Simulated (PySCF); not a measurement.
**Polarisability and C₆ of Ca(2+) (calcium, charge +2)**

[Ar], closed-shell 1S. All numbers are calculated (PySCF 2.14, the spin-free X2C one-electron Hamiltonian (Gaussian nucleus), in aug-cc-pVDZ-X2C). Coupled (time-dependent) response in atomic units; α is the mean over directions. A double-zeta set is small for polarisabilities.

| method | mean α (bohr³) | C₆ (like pair) | S(−4) |
| --- | --- | --- | --- |
| UHF | 2.949 | 8.525 | 1.750 |
| PBE | 3.022 | 8.790 | 1.872 |
| PBE0 | 2.984 | 8.639 | 1.812 |
| M06-L | 2.893 | 8.329 | 1.673 |
| B3LYP | 3.013 | 8.754 | 1.855 |

S(−4) is the Cauchy moment in α(ω) = α(0) + S(−4) ω² + …

α(iu) at UHF:

```
u (hartree)  α(iu) (bohr³)
          0          2.949
     0.0500          2.945
      0.100          2.932
      0.200          2.881
      0.300          2.800
      0.500          2.569
      0.750          2.214
       1.00          1.857
       1.50          1.273
       2.00         0.8852
       3.00         0.4748
       5.00         0.1925
```

A single London oscillator, α(iu) = α/(1 + u²/ω²), gives C₆ = (3/4) ω α². Matching the computed C₆ needs ω = 4 × 8.525 / (3 × 2.949²) = 1.31 hartree.

For an ion, C₆ is the dispersion term alone; charge-induced terms of lower order in 1/R come first.
